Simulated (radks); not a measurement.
Values are calculated unless marked as measured or tabulated.
Spin polarisation of the 4p4 shell in Se. Start: [Ar] 3d10 4s2 4p(up 2, down 2); electrons of 4p are moved from spin down to spin up, other shells keep equal spins. Level of theory: scalar-relativistic Kohn-Sham, r2SCAN, spin-polarised, spherical densities, finite nucleus; meta-GGA in the generalised Kohn-Sham scheme; Fermi nuclear charge, rms radius of each element as measured or else 0.836 A^(1/3) + 0.57 fm (a radial shooting solver on a logarithmic mesh with Libxc functionals).

moment (Bohr magnetons)  E - E(0) (eV)  e(4p up) (eV)  e(4p down) (eV)  4s down minus up (eV)  3d down minus up (eV)
0                                0.000         -6.747           -6.747                 0.000                  0.000
0.5                             -0.059         -6.972           -6.497                  0.513                  0.058
1                               -0.238         -7.176           -6.220                  1.028                  0.115
1.5                             -0.538         -7.358           -5.914                  1.550                  0.173
2                               -0.962         -7.522           -5.573                  2.080                  0.230

At moment 2 the spin-polarisation energy is -0.962 eV and the 4p exchange splitting 1.948 eV, that is 0.974 eV per Bohr magneton; E = -I m^2/4 would give I = 0.962 eV.
